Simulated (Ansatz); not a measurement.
Geometry optimisation, Ansatz 0.2.0, UHF/def2-SVP.

Input file:

```yaml
crystal:
  periodic: [false, false, false]
  atoms:
    - { symbol: Ge, position_ang: [-0.7962, 0.89, 0.0033] }
    - { symbol: C, position_ang: [0.3107, -0.7597, 1.1217] }
    - { symbol: H, position_ang: [-1.9561, 0.5525, -0.896] }
    - { symbol: H, position_ang: [-1.5148, 1.2154, 1.3389] }
    - { symbol: H, position_ang: [-0.0889, 2.1874, -0.2845] }
    - { symbol: H, position_ang: [0.6148, -0.6463, -0.2417] }
    - { symbol: "N", position_ang: [0.5574, -0.1095, -1.4669] }
    - { symbol: H, position_ang: [0.7709, -0.1296, 1.8799] }
    - { symbol: H, position_ang: [-0.5628, -1.2275, 1.5698] }
    - { symbol: H, position_ang: [1.0206, -1.5832, 0.9676] }
    - { symbol: H, position_ang: [1.4131, 0.323, -1.7835] }
    - { symbol: H, position_ang: [0.2313, -0.7123, -2.2083] }
magnetization:
  spin_polarized: true
basis:
  gaussian: { orbitals: def2-SVP }
hamiltonian:
  xc: hf
relax:
  f_tol: 0.15
  max_steps: 25
  restrain:
    - { distance: [0, 6], at: 3.21, k: 30.0 }
    - { distance: [5, 1], at: 2.37, k: 30.0 }
    - { distance: [0, 1], at: 1.96, k: 30.0 }
    - { distance: [5, 6], at: 1.02, k: 30.0 }
output:
  orbitals: {}
```

Launched with:

```bash
$ ansatz run input.yaml --threads 2 --pin off --max-ram 3072MiB --backend cpu --events-out ev --progress --plain --runs-dir out
```

Problem. Where does it end, and by what steps?

Solution. It converged. The restraints hold the end off the free minimum. After 13 steps the energy has fallen by 3.470 eV (the restraints' own energy left out); H10 moved furthest, 0.98 Å. Joined: H6–N7 (1.34 → 1.01 Å).

```json
{"step": "0", "energy less start (eV)": "0.0000", "largest force component (eV/Å)": "3.105", "accepted": "yes"}
{"step": "1", "energy less start (eV)": "-0.7821", "largest force component (eV/Å)": "5.229", "accepted": "yes"}
{"step": "2", "energy less start (eV)": "-1.2118", "largest force component (eV/Å)": "3.991", "accepted": "yes"}
{"step": "3", "energy less start (eV)": "-1.8135", "largest force component (eV/Å)": "3.380", "accepted": "yes"}
{"step": "4", "energy less start (eV)": "-2.6874", "largest force component (eV/Å)": "2.049", "accepted": "yes"}
{"step": "5", "energy less start (eV)": "-3.1018", "largest force component (eV/Å)": "1.534", "accepted": "yes"}
{"step": "6", "energy less start (eV)": "-3.2521", "largest force component (eV/Å)": "1.679", "accepted": "yes"}
{"step": "7", "energy less start (eV)": "-3.4151", "largest force component (eV/Å)": "0.839", "accepted": "yes"}
{"step": "8", "energy less start (eV)": "-3.4445", "largest force component (eV/Å)": "0.541", "accepted": "yes"}
{"step": "9", "energy less start (eV)": "-3.4262", "largest force component (eV/Å)": "0.970", "accepted": "no"}
{"step": "10", "energy less start (eV)": "-3.4532", "largest force component (eV/Å)": "0.610", "accepted": "yes"}
{"step": "11", "energy less start (eV)": "-3.4596", "largest force component (eV/Å)": "0.669", "accepted": "yes"}
{"step": "12", "energy less start (eV)": "-3.4618", "largest force component (eV/Å)": "0.664", "accepted": "yes"}
{"step": "13", "energy less start (eV)": "-3.4702", "largest force component (eV/Å)": "0.552", "accepted": "yes"}
```

```xyz
12
Properties=species:S:1:pos:R:3
Ge -0.931 0.806 0.380
C 0.036 -0.649 1.277
H -1.772 0.287 -0.794
H -1.894 1.458 1.390
H 0.013 1.909 -0.115
H 1.234 -0.558 -0.777
N 1.168 -0.369 -1.765
H 1.052 -0.347 1.536
H -0.478 -0.905 2.204
H 0.084 -1.551 0.668
H 1.204 0.624 -1.906
H 0.284 -0.706 -2.098
```

Run time: 28 s on 2 threads of Intel(R) Xeon(R) CPU @ 2.80GHz (Skylake/Cascade Lake), on a shared host, peak memory 0.33 GiB.
